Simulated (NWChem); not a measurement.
Program: NWChem. System: H3BO, charge 0, spin multiplicity 1, at a geometry optimised with PBE0/def2-SVP. The structure started from a generated list of species. Level: CCSD(T)/cc-pVTZ, 2 core orbitals frozen.

The NWChem input:

```
start mol
memory heap 100 mb stack 700 mb global 1900 mb
geometry units angstroms nocenter noautoz
  B      0.662966    -0.252269     0.000000
  H      1.612497     0.495536     0.000000
  H      0.786776    -1.460456     0.000000
  O     -0.554847     0.318350     0.000000
  H     -1.275327    -0.320534     0.000000
  symmetry group Cs
end
basis spherical
  * library cc-pvtz
end
scf
  rhf
  nopen 0
  maxiter 100
  thresh 1e-7
  semidirect memsize 60000000 filesize 0
end
tce
  freeze core 2
  ccsd(t)
  2eorb
  2emet 13
  thresh 1e-6
  maxiter 100
  tilesize 24
end
task tce energy
```

NWChem printed:

```
             Northwest Computational Chemistry Package (NWChem) 7.3.0
             --------------------------------------------------------

                                NWChem Input Module
                                -------------------

 Scaling coordinates for geometry "geometry" by  1.889725989
 (inverse scale =  0.529177249)

 Turning off AUTOSYM since
 SYMMETRY directive was detected!

                             Geometry "geometry" -> ""
                             -------------------------

 Output coordinates in angstroms (scale by  1.889725989 to convert to a.u.)

  No.       Tag          Charge          X              Y              Z
 ---- ---------------- ---------- -------------- -------------- --------------
    1 B                    5.0000     0.66296600    -0.25226900     0.00000000
    2 H                    1.0000     1.61249700     0.49553600     0.00000000
    3 H                    1.0000     0.78677600    -1.46045600     0.00000000
    4 O                    8.0000    -0.55484700     0.31835000     0.00000000
    5 H                    1.0000    -1.27532700    -0.32053400     0.00000000

 Effective nuclear repulsion energy (a.u.)      30.3643890480

            Nuclear Dipole moment (a.u.)
            ----------------------------
        X                 Y               Z
 ---------------- ---------------- ----------------
     0.0000000000     0.0000018897     0.0000000000

      Symmetry information
      --------------------

 Group name             Cs
 Group number              2
 Group order               2
 No. of unique centers     5

      Symmetry unique atoms

     1    2    3    4    5


 Summary of "ao basis" -> "" (spherical)
 ------------------------------------------------------------------------------
       Tag                 Description            Shells   Functions and Types
 ---------------- ------------------------------  ------  ---------------------
 *                          cc-pvtz                   on all atoms

 Summary of "ao basis" -> "ao basis" (spherical)
 ------------------------------------------------------------------------------
       Tag                 Description            Shells   Functions and Types
 ---------------- ------------------------------  ------  ---------------------
 B                          cc-pvtz                 10       30   4s3p2d1f
 H                          cc-pvtz                  6       14   3s2p1d
 O                          cc-pvtz                 10       30   4s3p2d1f

                                 NWChem SCF Module
                                 -----------------

  ao basis        = "ao basis"
  functions       =   102
  atoms           =     5
  closed shells   =     8
  open shells     =     0
  charge          =   0.00
  wavefunction    = RHF
  use symmetry    = T
  symmetry adapt  = T

 Summary of "ao basis" -> "ao basis" (spherical)
 ------------------------------------------------------------------------------
       Tag                 Description            Shells   Functions and Types
 ---------------- ------------------------------  ------  ---------------------
 B                          cc-pvtz                 10       30   4s3p2d1f
 H                          cc-pvtz                  6       14   3s2p1d
 O                          cc-pvtz                 10       30   4s3p2d1f

      Symmetry analysis of basis
      --------------------------

        a'         70
        a"         32

 Forming initial guess at       0.1s

      Superposition of Atomic Density Guess
      -------------------------------------

 Sum of atomic energies:        -100.81456916

      Non-variational initial energy
      ------------------------------

 Total energy =    -101.478277
 1-e energy   =    -196.485346
 2-e energy   =      64.642680
 HOMO         =      -0.370203
 LUMO         =       0.009319

      Symmetry analysis of molecular orbitals - initial
      -------------------------------------------------

  Numbering of irreducible representations:

     1 a'          2 a"

  Orbital symmetries:

     1 a'          2 a'          3 a'          4 a'          5 a'
     6 a'          7 a"          8 a'          9 a"         10 a'
    11 a'         12 a'         13 a'         14 a'         15 a'
    16 a"         17 a'         18 a"

 Starting SCF solution at       1.1s

 ----------------------------------------------
         Quadratically convergent ROHF

 Convergence threshold     :          1.000E-07
 Maximum no. of iterations :          100
 Final Fock-matrix accuracy:          1.000E-09
 ----------------------------------------------

              iter       energy          gnorm     gmax       time
             ----- ------------------- --------- --------- --------
                 1     -101.3260105632  8.42D-01  2.17D-01      1.2
                 2     -101.3628221497  2.64D-01  5.62D-02      1.3
                 3     -101.3681937377  1.44D-02  3.23D-03      1.5
                 4     -101.3682132451  7.43D-05  2.20D-05      1.9
                 5     -101.3682132458  3.63D-09  1.04D-09      2.4

       Final RHF  results
       ------------------

         Total SCF energy =   -101.368213245766
      One-electron energy =   -198.285263449665
      Two-electron energy =     66.552661155913
 Nuclear repulsion energy =     30.364389047986

        Time for solution =      1.3s

       Symmetry analysis of molecular orbitals - final
       -----------------------------------------------

  Numbering of irreducible representations:

     1 a'          2 a"

  Orbital symmetries:
[...]
             -----------------

              1
    1  -20.5838
    2   -7.6243
    3   -1.3784
    4   -0.7709
    5   -0.6498
    6   -0.5759
    7   -0.5464
    8   -0.4606
    9    0.1120
   10    0.1455
   11    0.2226
   12    0.2321
   13    0.2577
   14    0.2982
   15    0.3074
   16    0.3465
   17    0.4976
   18    0.5105

                       ROHF Final Molecular Orbital Analysis
                       -------------------------------------

 Vector    6  Occ=2.000000D+00  E=-5.758599D-01  Symmetry=a'
              MO Center=  5.9D-01,  6.5D-02, -1.3D-16, r^2= 1.8D+00
   Bfn.  Coefficient  Atom+Function         Bfn.  Coefficient  Atom+Function
  ----- ------------  ---------------      ----- ------------  ---------------
    67      0.216228  4 O  py                 8      0.205318  1 B  px
     5      0.192833  1 B  px                32      0.187998  2 H  s
    66     -0.183428  4 O  px                64      0.169698  4 O  py
     2      0.154904  1 B  s

 Vector    7  Occ=2.000000D+00  E=-5.464247D-01  Symmetry=a"
              MO Center= -4.6D-01,  2.4D-01, -2.2D-16, r^2= 7.8D-01
   Bfn.  Coefficient  Atom+Function         Bfn.  Coefficient  Atom+Function
  ----- ------------  ---------------      ----- ------------  ---------------
    68      0.424151  4 O  pz                65      0.330229  4 O  pz
    71      0.319685  4 O  pz

 Vector    8  Occ=2.000000D+00  E=-4.605882D-01  Symmetry=a'
              MO Center=  7.4D-01, -3.1D-01, -9.7D-17, r^2= 2.0D+00
   Bfn.  Coefficient  Atom+Function         Bfn.  Coefficient  Atom+Function
  ----- ------------  ---------------      ----- ------------  ---------------
     9      0.232798  1 B  py                46     -0.218643  3 H  s
    47     -0.200921  3 H  s                 32      0.189117  2 H  s
     6      0.186234  1 B  py                67     -0.186064  4 O  py
    33      0.174743  2 H  s

 Vector    9  Occ=0.000000D+00  E= 1.120406D-01  Symmetry=a"
              MO Center=  7.6D-01, -3.1D-01, -2.9D-14, r^2= 3.6D+00
   Bfn.  Coefficient  Atom+Function         Bfn.  Coefficient  Atom+Function
  ----- ------------  ---------------      ----- ------------  ---------------
    13      0.877505  1 B  pz                71     -0.328445  4 O  pz
    10      0.177640  1 B  pz                 7      0.176437  1 B  pz

 Vector   10  Occ=0.000000D+00  E= 1.455063D-01  Symmetry=a'
              MO Center= -1.3D+00, -6.1D-01,  2.0D-16, r^2= 3.5D+00
   Bfn.  Coefficient  Atom+Function         Bfn.  Coefficient  Atom+Function
  ----- ------------  ---------------      ----- ------------  ---------------
    91      1.444267  5 H  s                 62     -1.269005  4 O  s
     4     -1.147791  1 B  s                 33      0.693565  2 H  s
    47      0.581875  3 H  s                 11     -0.533870  1 B  px
    69      0.507603  4 O  px                90      0.424297  5 H  s
    70      0.394097  4 O  py                95      0.193761  5 H  px

 Vector   11  Occ=0.000000D+00  E= 2.225504D-01  Symmetry=a'
              MO Center=  1.0D+00, -4.4D-01, -8.6D-17, r^2= 6.2D+00
   Bfn.  Coefficient  Atom+Function         Bfn.  Coefficient  Atom+Function
  ----- ------------  ---------------      ----- ------------  ---------------
    11      1.611116  1 B  px                91      1.423787  5 H  s
     4     -1.256751  1 B  s                 12     -0.743790  1 B  py
    62      0.579196  4 O  s                 69      0.505808  4 O  px
    47      0.285057  3 H  s                 70      0.254682  4 O  py
     2     -0.180542  1 B  s                 19      0.157983  1 B  d -2

 center of mass
 --------------
 x =  -0.02789109 y =   0.06413852 z =   0.00000000

 moments of inertia (a.u.)
 ------------------
          17.097237181271          16.399197891759           0.000000000000
          16.399197891759          52.280270810286           0.000000000000
           0.000000000000           0.000000000000          69.377507991557

  Mulliken analysis of the total density
  --------------------------------------

    Atom       Charge   Shell Charges
 -----------   ------   -------------------------------------------------------
    1 B    5     4.88   1.96  0.74  0.13  0.19  0.58  0.94  0.14  0.07  0.11  0.02
    2 H    1     1.01   0.26  0.50  0.24  0.00  0.00  0.00
    3 H    1     1.03   0.26  0.52  0.25  0.00  0.00  0.00
    4 O    8     8.32   1.95  1.00  0.23  0.51  1.27  2.21  1.14  0.00  0.02  0.00
    5 H    1     0.76   0.25  0.39  0.03  0.02  0.06  0.01

       Multipole analysis of the density wrt the origin
       ------------------------------------------------

     L   x y z        total         open         nuclear
     -   - - -        -----         ----         -------
     0   0 0 0     -0.000000      0.000000     16.000000

     1   1 0 0     -0.374180      0.000000      0.000000
     1   0 1 0     -0.502162      0.000000      0.000002
     1   0 0 1      0.000000      0.000000      0.000000

     2   2 0 0     -8.902416      0.000000     33.946834
     2   1 1 0      1.240872      0.000000     -7.822520
     2   1 0 1      0.000000      0.000000      0.000000
     2   0 2 0    -10.835177      0.000000     12.892263
     2   0 1 1     -0.000000      0.000000      0.000000
     2   0 0 2     -9.363787      0.000000      0.000000

                   NWChem Extensible Many-Electron Theory Module
                   ---------------------------------------------


            General Information
            -------------------
      Number of processors :     1
         Wavefunction type : Restricted Hartree-Fock
          No. of electrons :    16
           Alpha electrons :     8
            Beta electrons :     8
           No. of orbitals :   204
            Alpha orbitals :   102
             Beta orbitals :   102
        Alpha frozen cores :     2
         Beta frozen cores :     2
     Alpha frozen virtuals :     0
      Beta frozen virtuals :     0
         Spin multiplicity : singlet
    Number of AO functions :   102
       Number of AO shells :    38
        Use of symmetry is : on
      Symmetry adaption is : on
         Schwarz screening : 0.10D-09

          Correlation Information
          -----------------------
          Calculation type : Coupled-cluster singles & doubles w/ perturbation
   Perturbative correction : (T)
            Max iterations :      100
        Residual threshold : 0.10D-05
     T(0) DIIS level shift : 0.00D+00
     L(0) DIIS level shift : 0.00D+00
     T(1) DIIS level shift : 0.00D+00
     L(1) DIIS level shift : 0.00D+00
     T(R) DIIS level shift : 0.00D+00
     T(I) DIIS level shift : 0.00D+00
   CC-T/L Amplitude update :  5-th order DIIS
                I/O scheme : Global Array Library
        L-threshold :  0.10D-05
        EOM-threshold :  0.10D-05
 no EOMCCSD initial starts read in
 TCE RESTART OPTIONS
 SLICE:      F
 D4D5:       F
 quantumc:   F
 qrotation:  F
 pwtce:      F
 qducc:      F
 nacto:                         0
 nrotv:                         0
 nrot:                          0

            Memory Information
            ------------------
          Available GA space size is     249026396 doubles
          Available MA space size is     104853620 doubles

 Maximum block size supplied by input
 Maximum block size        24 doubles

 tile_dim =     21

 -------------------------------------------------
   1    alpha     a'     5 doubles       0       1
   2    alpha     a"     1 doubles       5       2
   3    beta      a'     5 doubles       6       1
   4    beta      a"     1 doubles      11       2
   5    alpha     a'    21 doubles      12       5
   6    alpha     a'    21 doubles      33       6
   7    alpha     a'    21 doubles      54       7
   8    alpha     a"    15 doubles      75       8
   9    alpha     a"    16 doubles      90       9
  10    beta      a'    21 doubles     106       5
  11    beta      a'    21 doubles     127       6
  12    beta      a'    21 doubles     148       7
  13    beta      a"    15 doubles     169       8
  14    beta      a"    16 doubles     184       9

 Global array virtual files algorithm will be used

 Parallel file system coherency ......... OK

 4-electron integrals stored in orbital form

 v2    file size   =         10369831
 4-index algorithm nr.  13 is used
 imaxsize =       30
 imaxsize ichop =        0


CCSD iterations
 ---------------------------------------------------------
 Iter          Residuum       Correlation     Cpu    Wall
 ---------------------------------------------------------
    1   0.1608956864539  -0.3516289561765     0.6     0.6
    2   0.0399205997147  -0.3600949538854     0.6     0.6
    3   0.0134180813555  -0.3666865973672     0.7     0.7
    4   0.0056446968185  -0.3676416590913     0.6     0.6
    5   0.0023783644224  -0.3682112805036     0.6     0.6
    6   0.0008843194012  -0.3684581271916     0.6     0.6
    7   0.0005687332488  -0.3684844390142     0.6     0.6
    8   0.0002599062710  -0.3684961781107     0.6     0.6
    9   0.0001826895753  -0.3684971065000     0.6     0.6
   10   0.0000972727315  -0.3685021125464     0.6     0.6
   11   0.0000095353481  -0.3685067583151     0.5     0.5
   12   0.0000034911346  -0.3685070012833     0.5     0.5
   13   0.0000016221621  -0.3685071892845     0.5     0.5
   14   0.0000008429013  -0.3685071937240     0.6     0.6
 -----------------------------------------------------------------
 Iterations converged
 CCSD correlation energy / hartree =        -0.368507193724033
 CCSD total energy / hartree       =      -101.736720439490071

 Singles contributions

 Doubles contributions
 CCSD(T)
 Using plain CCSD(T) code
             total no. of tasks          295
 total no. of tasks / no. procs          295
                         wl_min         3375           3.9
                         wl_max      1157625          10.2
        thresh for no. of tasks          295

 CCSD[T]  correction energy / hartree =        -0.012685541843414
 CCSD[T] correlation energy / hartree =        -0.381192735567446
 CCSD[T] total energy / hartree       =      -101.749405981333481
 CCSD(T)  correction energy / hartree =        -0.012072001270397
 CCSD(T) correlation energy / hartree =        -0.380579194994430
 CCSD(T) total energy / hartree       =      -101.748792440760468

 Task  times  cpu:       36.4s     wall:       36.4s

 Total times  cpu:       36.4s     wall:       36.4s
```
